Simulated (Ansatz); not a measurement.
Consider the formal exchange of groups at the Al–O bond: `[BH2][AlH][OH]` + `C=C(F)O[SiH2]C` → `[BH2][AlH][O][SiH2]C` + `C=C(O)F`.

Computed with Ansatz on PBE0-D4/def2-TZVP structures; ΔE is electronic, products minus reactants. CBS: MP2 limit from def2 TZ/QZ plus the TZ coupled-cluster correction, frozen cores. Functionals use def2-TZVPP. Each species was taken in one conformer, which may not be the lowest.

`[BH2][AlH][OH]`:

```xyz
7

B    -0.035    1.441   -0.520
Al    0.241   -0.424    0.452
O    -0.601   -1.751   -0.201
H    -0.897    2.214   -0.207
H     0.671    1.817   -1.414
H     1.166   -0.664    1.729
H    -0.545   -2.634    0.161
```

`C=C(F)O[SiH2]C`:

```xyz
13

C     2.131    1.676    0.501
C     1.201    0.738    0.479
F     0.521    0.414    1.593
O     0.820    0.024   -0.564
Si   -0.331   -1.197   -0.602
C    -2.032   -0.546   -0.251
H     2.666    1.917   -0.405
H     2.351    2.194    1.421
H    -0.213   -1.703   -1.988
H     0.051   -2.260    0.361
H    -2.292    0.260   -0.942
H    -2.105   -0.168    0.770
H    -2.768   -1.347   -0.373
```

`[BH2][AlH][O][SiH2]C`:

```xyz
13

B    -0.380   -0.521   -3.322
Al   -1.213    0.281   -1.543
O    -0.230    0.390   -0.176
Si    0.906    0.405    0.988
C     0.208   -0.192    2.607
H     0.157    0.159   -4.152
H    -0.410   -1.692   -3.584
H    -2.711    0.790   -1.386
H     2.048   -0.467    0.585
H     1.424    1.794    1.142
H     0.977   -0.168    3.385
H    -0.156   -1.219    2.523
H    -0.622    0.440    2.931
```

`C=C(O)F`:

Cartesian coordinates in Å:
```
C 0.388 -0.352 -0.927
C 0.019 0.145 0.238
O -1.152 -0.051 0.847
F 0.823 0.933 0.961
H 1.366 -0.124 -1.321
H -0.291 -0.983 -1.478
H -1.154 0.431 1.680
```

**Question.** Is it downhill or uphill in electronic energy at CCSD(T)/CBS, and by how much? (Best estimate.)

**Answer.** The calculation gave: Downhill: ΔE = -19.1 kJ/mol.

**Question.** What do these levels give: r2SCAN-D4, r2SCAN, PBE0, MP2/def2-TZVPP, MP2/def2-QZVPP, SCS-MP2/def2-QZVPP? (Best estimate.)

**Answer.** Computed: r2SCAN-D4 -19.8, r2SCAN -20.2, PBE0 -21.4, MP2/def2-TZVPP -17.7, MP2/def2-QZVPP -18.1, SCS-MP2/def2-QZVPP -20.0 kJ/mol.

Largest T1 diagnostic among the species: 0.012.

In def2-TZVPP, CCSD(T) changes the Hartree–Fock value by +9.5 kJ/mol (the triples alone add +1.7 kJ/mol) and MP2 by +10.8 kJ/mol.
